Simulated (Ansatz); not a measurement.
## Ansatz (development build ahead of 0.2.0) run

```yaml
crystal:
  periodic: [false, false, false]
  atoms:
    - { symbol: Ni, position_ang: [0.0, 0.0, 0.0] }
    - { symbol: H, position_ang: [0.0, 0.0, 1.4538] }
basis:
  gaussian: { orbitals: pcseg-2 }
magnetization:
  spin_polarized: true
  initial_magnetization: 1
hamiltonian:
  xc: r2scan
```

The input is written out in the form of the current development build from the run's settings.

Results

| Quantity | Value |
| --- | --- |
| Converged | yes |
| Total energy | -1508.88888 hartree |
| Spin squared of the determinant | 0.799 |
| Stability test | minimum |

Caution: another spin multiplicity may lie lower.
